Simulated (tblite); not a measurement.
C5H8O2.
Numbering: `[CH3:1][CH2:2][C@H:3]1[O:4][CH2:5][C:6]1=[O:7]` (hydrogens: H8, H9, H10 on C1; H11, H12 on C2; H13 on C3; H14, H15 on C5)

Computed with GFN2-xTB (tblite), gas phase: nudged elastic band of 9 images (0 to 8), spring 0.2 eV/Å², climbing image at the end, force threshold 0.05 eV/Å. No saddle search or frequency run followed, so the top image need not be a first-order saddle, and its height can exceed the method's true barrier by a kcal/mol or more.

The band describes a rotation about C2–C3 (chain CH2 carbon, sp3 carbon bound to oxygen), followed by the dihedral C1–C2–C3–O4, from the optimised start (-176°) to a second optimised geometry at -55°.

**Question.** Give the energy profile along the converged band.

**Answer.** 
```
image  dihedral (°)  E (eV)  C2–C3 (Å)  C1···O4 (Å)  largest true force (eV/Å)
    0          -176   0.000      1.527         3.82                       0.01
    1          -161   0.019      1.528         3.79                       0.03
    2          -146   0.063      1.532         3.74                       0.04
    3          -131   0.099      1.535         3.66                       0.05
    4          -115   0.112      1.536         3.55                       0.05
    5          -100   0.099      1.534         3.41                       0.05
    6           -84   0.068      1.530         3.26                       0.06
    7           -70   0.033      1.527         3.10                       0.05
    8           -55   0.012      1.527         2.98                       0.01
```

Barriers of this band. The top is image 4 at -115°: 0.112 eV forward and 0.100 eV back; the end lies 0.012 eV above the start. The central bond is 0.009 Å longer at the top than at the start.

**Question.** What rate follows at 298 K for crossing this barrier forward?

**Answer.** Taking the electronic barrier for the free energy of activation (no zero-point or entropy terms, transmission 1), rate = (kT/h)·exp(−ΔE/kT) ≈ 8 × 10^10 s⁻¹, whose inverse is 1 × 10^-11 s. An error of 1 kcal/mol in the barrier changes this by a factor of 5, and the method and the loose band can each miss by that much or more.

**Question.** How would the two end points share their population at 298 K, from these energies alone?

**Answer.** exp(−ΔE/kT) with ΔE = 0.012 eV gives 0.63 for the higher one (end) against 1 for the lower, without vibrational, rotational or degeneracy terms. GFN2-xTB can put conformers this close in the wrong order.

**Question.** How long is the path, and how are the images spaced?

**Answer.** Cartesian distances between aligned neighbours (all atoms, Å): 0.71, 0.69, 0.68, 0.68, 0.68, 0.67, 0.67, 0.66; the sum is 5.44 Å, and the top lies 51 % of the way along.

What follows is the cost of the whole band run. On one thread of an Arm Neoverse V1, shared host with 32 logical CPUs at a one-minute load of 17, this took 2.8 s and 0.18 GiB of memory at its peak.
